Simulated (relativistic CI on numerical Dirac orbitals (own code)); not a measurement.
**Crystal-field levels of Lu4+, 4f13**

Calculated by Dirac-Coulomb-Breit CI, separate exchange-only KLI orbitals for each configuration, a model potential for QED, valence Slater integrals scaled by 0.7, one configuration in a parametric crystal field (own radial code).

Field parameters in Wybourne normalisation; cubic f-shell fields have B⁴₄ = √(5/14) B⁴₀ and B⁶₄ = −√(7/2) B⁶₀. The field is a parameter set, without covalency.

S is read from ⟨S²⟩ = S(S + 1).

Levels (cm⁻¹, degeneracy): 0 (2), 371 (4), 1285 (2), 11519 (2), 12372 (4).

(1) Which field gives this pattern?
A. Oh, B40 = -2860, B60 = -1030 cm⁻¹
B. Oh, B40 = -1300, B60 = -1210 cm⁻¹
C. Oh, B40 = 1760, B60 = 240 cm⁻¹
D. Oh, B40 = 3610, B60 = 200 cm⁻¹

Results:

(1) A. Oh, B40 = -2860, B60 = -1030 cm⁻¹, ground level with S = 0.50.
